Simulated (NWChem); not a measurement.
## Total energies of CCl$_{2}$

```
C
Cl 1 1.7189
Cl 1 1.7189 2 109.33
```
Charge 0, spin multiplicity 1.

The numbers come from NWChem runs, not from measurements. Structure: optimised with PBE0/def2-SVP, a minimum by its harmonic frequencies.

Basis set: STO-3G (23 functions).

```tsv
method	total energy (Ha)
RHF	-946.42329
MP2	-946.48841
B2PLYP	-947.48940
PBE	-947.42861
B3LYP	-947.86213
LDA (SVWN5)	-944.47088
CCSD(T)	-946.51229
```

Total energies of different functionals aren't comparable as a measure of quality: only differences taken within one method are. 

The correlated methods keep 11 core orbitals frozen. B3LYP has NWChem's definition, with VWN1-RPA local correlation. The structure started from a generated list of species. Coupled-cluster values serve here as a point of comparison, not as the truth.
